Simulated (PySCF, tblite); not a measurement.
Isomers of C6H9NOSi. Calculated harmonic vibrations of the isolated species, GFN2-xTB (tblite), most abundant isotopes, no scaling. The method is semi-empirical: single wavenumbers can be off by several per cent or more. Modes of hydrogen on silicon can be 10 to 20 % off. One conformer each.

Electronic energies: PBE0/pcSseg-1 single points on the GFN2-xTB geometries (PySCF, gas phase).

```csv
SMILES,"electronic energy, lowest = 0 (kcal/mol)"
CO[SiH2]c1cccnc1,0.0
C#C[C@@H](/C=C/[SiH3])NC=O,73.3
C=C1C[C@]1(CC#N)O[SiH3],58.6
N#C[C@@H]1[SiH2]C[C@@]12C[C@H]2O,54.4
N#C[C@@H]1[C@@H]2C[SiH2][C@H]1CO2,29.0
```

Question: How do GFN2-xTB zero-point energies change the relative energies?

Answer: 
| SMILES | ZPE (kcal/mol) | of it from modes above 1550 cm⁻¹ | electronic (kcal/mol) | with ZPE, lowest = 0 (kcal/mol) | lowest mode (cm⁻¹) | rings |
| --- | --- | --- | --- | --- | --- | --- |
| CO[SiH2]c1cccnc1 | 83.9 | 41.1 | 0.0 | 0.0 | 36 | 1 |
| N#C[C@@H]1[C@@H]2C[SiH2][C@H]1CO2 | 85.4 | 39.6 | 29.0 | 30.5 | 115 | 2 |
| N#C[C@@H]1[SiH2]C[C@@]12C[C@H]2O | 83.1 | 40.8 | 54.4 | 53.6 | 52 | 2 |
| C=C1C[C@]1(CC#N)O[SiH3] | 80.6 | 42.1 | 58.6 | 55.3 | 19i | 1 |
| C#C[C@@H](/C=C/[SiH3])NC=O | 79.3 | 44.5 | 73.3 | 68.7 | 23 | 0 |

The zero-point energies span 6.1 kcal/mol, from `C#C[C@@H](/C=C/[SiH3])NC=O` to `N#C[C@@H]1[C@@H]2C[SiH2][C@H]1CO2`. Slightly imaginary modes are left out of the zero-point energy: `C=C1C[C@]1(CC#N)O[SiH3]` 18.5i cm⁻¹. The order is unchanged.

Question: And how do the electronic energies of GFN2-xTB itself compare?

Answer: `CO[SiH2]c1cccnc1` 0.0; `N#C[C@@H]1[C@@H]2C[SiH2][C@H]1CO2` 40.5; `N#C[C@@H]1[SiH2]C[C@@]12C[C@H]2O` 69.1; `C=C1C[C@]1(CC#N)O[SiH3]` 43.0; `C#C[C@@H](/C=C/[SiH3])NC=O` 83.1 kcal/mol, lowest = 0. Against the energies above, taken from the same isomer `CO[SiH2]c1cccnc1`, the largest difference is 15.6 kcal/mol.
